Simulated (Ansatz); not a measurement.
Species: H3GeO, charge 0, doublet. H3GeO (SMILES [O][GeH3], doublet).
B3LYP-D3(BJ)/def2-TZVP minimum from Ansatz (a quantum-chemistry and plane-wave program):
```xyz
5

Ge     0.2882     0.0954     0.0138
O     -1.4276    -0.4546    -0.0686
H      1.0564    -1.2378     0.0696
H      0.6368     0.8961    -1.2519
H      0.5050     0.9266     1.2893
```
Charge 0, spin multiplicity 2.

Total energies in cc-pVDZ, 13 correlated electrons, 15 frozen orbitals. Radicals and triplets start from unrestricted determinants; spin-orbit coupling is neglected. Correlated methods leave the cores frozen (noble-gas shells, and filled d and f shells in the p block). No relativity.

```csv
method,program,energy (Eh),minus CCSDTQ (mEh)
HF,Ansatz,-2151.89987,282.77
MP2,Ansatz,-2152.14108,41.56
CCSD,Ansatz,-2152.17605,6.59
CCSD(T),Ansatz,-2152.18124,1.40
CCSDT(Q),Ansatz,-2152.18264,-0.01
CCSDTQ,Ansatz,-2152.18264,0.00
```

Rough core times of Ansatz's runs on a shared machine: CCSD(T) 20 s, CCSDT(Q) 2 min, CCSDTQ 2 h.
